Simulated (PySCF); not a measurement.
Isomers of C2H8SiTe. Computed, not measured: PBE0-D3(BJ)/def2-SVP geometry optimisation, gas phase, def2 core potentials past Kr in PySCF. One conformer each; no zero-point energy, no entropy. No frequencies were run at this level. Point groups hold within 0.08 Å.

Task: Rank from lowest to highest electronic energy at this level (kcal/mol).
A. `[CH3:1][CH2:2][Te:3][SiH3:4]` with C1–C2–Te3–Si4 65°
B. `[CH3:1][CH2:2][SiH2:3][TeH:4]` with C1–C2–Si3–Te4 -58°, C2–Si3–Te4–H -66°

Result: B (0.0), A (9.3).

As drawn, the lower has an Si–C bond, which the higher lacks.

| SMILES | E (Eh) | E rel (kcal/mol) | dipole (D) | point group | A, B, C (MHz) |
| --- | --- | --- | --- | --- | --- |
| CC[SiH2][TeH] | -638.20277 | 0.0 | 1.53 | C1 | 5931, 1221, 1074 |
| CC[Te][SiH3] | -638.18800 | 9.3 | 1.37 | C1 | 2948, 2380, 1425 |
